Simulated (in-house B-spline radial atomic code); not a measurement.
Values are calculated unless marked as measured or tabulated.
**Correlation energy from the adiabatic connection: ω²r²/2 − Z/r, ω = 0.558, Z = 1**

Two electrons in a singlet, external potential ω²r²/2 − Z/r, ω = 0.558, Z = 1 (atomic units). Full CI in B-splines (partial waves to l = 8, correlation up to 0.6 % small) with the density held fixed gives W(λ) = <V_ee>_λ − U, and E_c is the integral of W(λ) − W(0) from 0 to 1.

```csv
λ,W(λ) − W(0) (hartree)
0,0.00000
0.02,-0.00183
0.05,-0.00454
0.12,-0.01067
0.25,-0.02139
0.4,-0.03279
0.6,-0.04658
0.8,-0.05896
1,-0.07013
```

(1) Integrate the table by the trapezoid rule.

(2) Now use only three numbers: W(0) = -0.75007, the initial slope W'(0) = -0.09219 (extrapolated from the first points) and the strong-coupling limit of the point-charge-plus-continuum model, W∞ = -1.0434. What do second-order theory and the interpolation W(λ) = W∞ + (W(0) − W∞)/√(1 + 2χλ) of Seidl, Perdew and Levy give?

Answers

(1) The strips give -0.00002, -0.00010, -0.00053, -0.00208, -0.00406, -0.00794, -0.01055, -0.01291, which sum to -0.03819 hartree. The direct value, W(1) − W(0) + T_c with T_c = 0.03185, is -0.03828; the curve is convex, so chords lie above it and the trapezoids fall short in size by 0.23 %.

(2) Second order keeps the slope alone: E_c = W'(0)/2 = -0.04609, +20 % in size against -0.03828. Matching the slope fixes χ = W'(0)/(W∞ − W(0)) = -0.09219/(-0.29333) = 0.31429. Integrating, with s = √(1 + 2χ) = 1.276156, E_c = −(W(0) − W∞)(s − 1)/(s + 1) = −0.29333 × 0.276156/2.276156 = -0.03559 hartree, -7.0 % in size against the full result. At λ = 1 the formula gives W − W(0) = -0.06348 against -0.07013. Part of the miss can come from the model's W∞.
